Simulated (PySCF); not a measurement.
# Reading the logs of faulty runs: CGeH5OSi cation

All numbers below are calculated, not measured. The program is PySCF 2.14.0, an open-source quantum chemistry code, run on an isolated molecule that a program drew, which may never have been made. The molecule is CGeH5OSi cation (charge +1, singlet), drawn as the SMILES string `O[C]([SiH2+])=[GeH2]`.

Each row is a Hartree-Fock (HF) and frozen-core CCSD(T) single point in the cc-pV(D+d)Z basis, meant for a local HF minimum. Run 1 is clean. Each other run has one planted mistake out of seven kinds, and not every kind appears here: one electron removed, one electron added, multiplicity raised by two, geometry at a saddle point, minimal basis STO-3G, one bond length entered in bohr, all coordinates scaled. The reference is restricted for singlets and unrestricted otherwise, and also for a bond in bohr. Adding or removing an electron swaps singlet and doublet. Electrons count all cores. HOMO and LUMO are orbital energies over both spins, the gradient is its largest component, and the lowest frequency (negative if imaginary) is given only where the gradient is small. Bond lengths are over the 8 bonds as drawn. T1 is the CCSD diagnostic: over 0.02 (restricted) or 0.045 (unrestricted) a single reference is doubtful. Germanium has the cc-pVDZ-PP basis, with a core potential (ECP10MDF) in place of its 10 inner electrons, and its 3s, 3p and 3d shells are frozen in CCSD(T).

Geometry of the clean run:
```xyz
9
CGeH5OSi cation, angstrom
O    -0.6402    1.8278    1.9651
C     0.3084    1.0929    1.2913
Si    1.7556    1.8251    0.6263
Ge   -0.1190   -0.6400    0.8322
H    -0.4343    1.8833    2.8904
H     2.0938    3.2330    0.8288
H     2.6678    0.9770   -0.1403
H    -1.4299   -1.2638    1.2474
H     0.8475   -1.4588    0.0059
```

| run | electrons | basis functions | <S^2> | HOMO (eV) | LUMO (eV) | gradient (hartree/bohr) | lowest frequency (cm^-1) | mean bond (Å) | longest bond (Å) | T1 | HF (hartree) | CCSD(T) (hartree) | mistake |
|---|---|---|---|---|---|---|---|---|---|---|---|---|---|
| 1 | 64 | 99 | 0.000 | -14.11 | -4.82 | 2.9e-05 | 123 | 1.4836 | 1.843 | 0.0153 | -697.62359 | -698.17437 | no fault |
| 2 | 64 | 99 | 0.000 | -13.50 | -4.87 | 3.9e-05 | -80 | 1.4802 | 1.838 | 0.0173 | -697.62257 | -698.17711 | geometry at a saddle point |
| 3 | 64 | 99 | 0.000 | -13.86 | -4.87 | 3.1e-02 | - | 1.5310 | 1.902 | 0.0164 | -697.61422 | -698.17334 | all coordinates scaled |
| 4 | 63 | 99 | 0.757 | -22.37 | -11.97 | 6.2e-02 | - | 1.4836 | 1.843 | 0.0293 | -697.15301 | -697.66027 | one electron removed |
| 5 | 64 | 99 | 2.020 | -11.56 | -6.06 | 6.1e-02 | - | 1.4836 | 1.843 | 0.0234 | -697.55415 | -698.08276 | ? |

**Which mistake was planted in run 5, and what did it cost?**

Electrons, basis and geometry are unchanged, and <S^2> is 2.020, beside S(S+1) = 2.00 for a multiplicity of 3. So the mistake is: multiplicity raised by two. Subtracting run 1 and multiplying by 627.51 kcal/mol a hartree, the energy moved by 43.6 kcal/mol in HF and 57.5 kcal/mol in CCSD(T).

